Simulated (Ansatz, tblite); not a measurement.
Forces on Ga2P at its B3LYP-D4/def2-TZVP geometry. Charge 0, multiplicity 2.

The xTB rows come from tblite. The structure comes from a short search, and lower isomers may exist.

GFN1-xTB (tblite), largest force 0.89 eV/Å:

```xyz
3
positions Å, forces eV/Å
Ga    0.269   -1.769   -0.492    0.191   -0.475   -0.130
Ga    0.703    1.575    0.456    0.607    0.628    0.188
P    -0.972    0.195    0.036   -0.798   -0.153   -0.058
```

GFN2-xTB (tblite), largest force 1.31 eV/Å:

```
Ga -0.063 -0.241 -0.069
Ga 0.855 0.957 0.285
P -0.792 -0.715 -0.216
```

PBE0-D4/def2-TZVP (Ansatz), largest force 0.36 eV/Å:

```
Ga -0.040 0.125 0.034
Ga -0.248 -0.250 -0.075
P 0.288 0.125 0.041
```
